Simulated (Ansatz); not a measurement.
## Ligand exchange: IBr + GeH3(CH3) → HI + GeH2(CH3)Br

Species: IBr (iodine monobromide), singlet; GeH3(CH3) (methyl germane), singlet; HI (hydrogen iodide), singlet; GeH2(CH3)Br, singlet. The partners trade Br for H: I–Br and Ge–H bonds give way to I–H and Ge–Br.

Shapes, held fixed at every level: PBE0-D4/def2-TZVP. Programs: Ansatz 0.2.0. The zero-point and thermal change to 298 K, harmonic and unscaled (PBE0-D4/def2-TZVP), is -2.0 kJ/mol.

| level | kind | ΔH(298 K) (kJ/mol) | less CCSD(T)/def2-TZVPP |
| --- | --- | --- | --- |
| SPW92/def2-TZVPP | LDA | -126.5 | +13.9 |
| r2SCAN-D4/def2-TZVPP | meta-GGA | -132.6 | +7.8 |
| B3LYP-D4/def2-TZVPP | global hybrid | -122.5 | +17.9 |
| PBE0-D4/def2-TZVPP | global hybrid | -129.8 | +10.6 |
| r2SCAN0-D4/def2-TZVPP | global hybrid | -137.6 | +2.8 |
| wB97M-V/def2-TZVPP | range-separated hybrid | -132.1 | +8.3 |
| MP2/def2-SVP | perturbation theory | -148.4 | -8.0 |
| CCSD(T)/def2-TZVPP | coupled cluster or CI | -140.4 | 0.0 |

The highest level, CCSD(T)/def2-TZVPP, gives ΔH(298 K) = -140.4 kJ/mol; the levels span -148.4 to -122.5. The column of differences is taken from that level and isn't an error. No measured value is set beside it here. For atoms past krypton def2 sets carry core potentials with scalar relativity. Relativity is left out for Br, Ge unless named. Correlated rows may include outer-core shells of Br, Ge, I, which these sets cover unevenly.
